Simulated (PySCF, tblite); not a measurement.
Compound: C4H13P3.
Atom-mapped SMILES: `[CH3:1][CH2:2][CH2:3][P:4]([PH2:5])[CH2:6][PH2:7]` (hydrogens: H8, H9, H10 on C1; H11, H12 on C2; H13, H14 on C3; H15, H16 on P5; H17, H18 on C6; H19, H20 on P7)

Geometry (GFN2-xTB, Å), atoms numbered from 1 in this order:
```xyz
20
C4H13P3 angstrom
C     -2.8984   -0.7149   -0.4244
C     -1.4764   -0.1999   -0.6075
C     -0.9523    0.4399    0.6745
P      0.8209    1.0182    0.6592
P      1.0865    1.4528   -1.4521
C      1.6947   -0.6369    0.6363
P      3.1533   -0.5353   -0.5053
H     -3.2594   -1.1677   -1.3449
H     -2.9373   -1.4628    0.3654
H     -3.5674    0.1006   -0.1571
H     -1.4608    0.5418   -1.4126
H     -0.8262   -1.0249   -0.9104
H     -1.5581    1.3169    0.9251
H     -1.0360   -0.2588    1.5145
H      0.2510    2.5715   -1.3806
H      2.2162    2.2342   -1.2058
H      2.0082   -0.8953    1.6517
H      1.0258   -1.4189    0.2642
H      3.8035   -1.6666   -0.0075
H      3.9071    0.3168    0.3046
```

Method used: PBE0/pcSseg-1 in PySCF (dipole) on a GFN2-xTB geometry, gas phase.

Take the most abundant isotopes and a rigid rotor. The values belong to one conformer with, in the numbering `[CH3:1][CH2:2][CH2:3][P:4]([PH2:5])[CH2:6][PH2:7]`, C1–C2–C3–P4 176°, C2–C3–P4–P5 28°, C3–P4–P5–H 71° and 162°, C3–P4–C6–P7 140°, P4–C6–P7–H 162° and 70°.

(1) What are A, B and C (MHz)?

(2) What kind of rotor is it?

(3) What does the inertial defect say?

(4) Which lines would a microwave search look for?

(5) Estimate the classical rotational partition function at 25 K, 200 K and 298.15 K.

## Answers

(1) Ia = 238.32, Ib = 626.09, Ic = 684.55 u·Å²; 505379 MHz·u·Å²/I gives A = 2121, B = 807.2, C = 738.3 MHz.

(2) A near-prolate asymmetric top: κ = (2 × 807.2 − 2121 − 738.3)/(2121 − 738.3) = -0.90.

(3) Not planar: Δ = Ic − Ia − Ib = -179.86 u·Å². For a rigid frame Δ = −2 Σ m c², so Σ m c² = 89.93 u·Å² lies off the ab plane: 12.11 from hydrogen and 77.82 from heavier atoms. The atom farthest from that plane is 1.84 Å away.

(4) The dipole components are |μa| = 0.96 D, |μb| = 1.34 D, |μc| = 0.35 D. The squared components, which scale the intensities, stand as 0.51 : 1.00 : 0.07 (a : b : c). Some lines, for components of 0.1 D or more:

| type | branch | J(Ka,Kc) | MHz | lower level (cm⁻¹) |
| --- | --- | --- | --- | --- |
| a | Q | 3(1,2) ← 3(1,3) | 414 | 0.347 |
| c | Q | 4(1,4) ← 4(0,4) | 1036 | 0.514 |
| b | Q | 4(1,3) ← 4(0,4) | 1725 | 0.514 |
| a | R | 2(0,2) ← 1(0,1) | 3088 | 0.052 |
| a | R | 2(1,1) ← 1(1,0) | 3160 | 0.098 |
| b | R | 3(0,3) ← 2(1,2) | 3379 | 0.196 |
| b | Q | 2(2,0) ← 2(1,1) | 3943 | 0.203 |
| a | R | 3(0,3) ← 2(0,2) | 4626 | 0.155 |
| a | R | 3(2,1) ← 2(2,0) | 4647 | 0.335 |
| a | R | 4(0,4) ← 3(0,3) | 6156 | 0.309 |
| a | R | 4(3,2) ← 3(3,1) | 6187 | 0.714 |
| a | R | 4(3,1) ← 3(3,0) | 6187 | 0.714 |
| c | R | 3(1,2) ← 2(0,2) | 6192 | 0.155 |
| c | Q | 4(3,2) ← 4(2,2) | 6709 | 0.697 |
| c | Q | 3(3,1) ← 3(2,1) | 6728 | 0.490 |
| b | Q | 3(3,0) ← 3(2,1) | 6728 | 0.490 |
| b | R | 4(1,4) ← 3(0,3) | 7192 | 0.309 |
| b | R | 4(2,3) ← 3(1,2) | 10018 | 0.361 |
| c | R | 4(2,2) ← 3(1,2) | 10058 | 0.361 |
| b | R | 4(2,2) ← 3(1,3) | 10471 | 0.347 |
| b | R | 4(3,1) ← 3(2,2) | 12928 | 0.489 |

(5) Point group C1, symmetry number σ = 1; q = (√π/σ)·√((kT/h)³/(ABC)), k/h = 20836.6 MHz/K: 18700 at 25 K, 424000 at 200 K, 772000 at 298.15 K.

Its GFN2-xTB frequencies are all real (lowest 31 cm⁻¹). Constants of a rigid frame at the computed geometry: no zero-point averaging, no centrifugal distortion. A rigid rotor knows nothing of internal rotation, which can split or shift real lines.
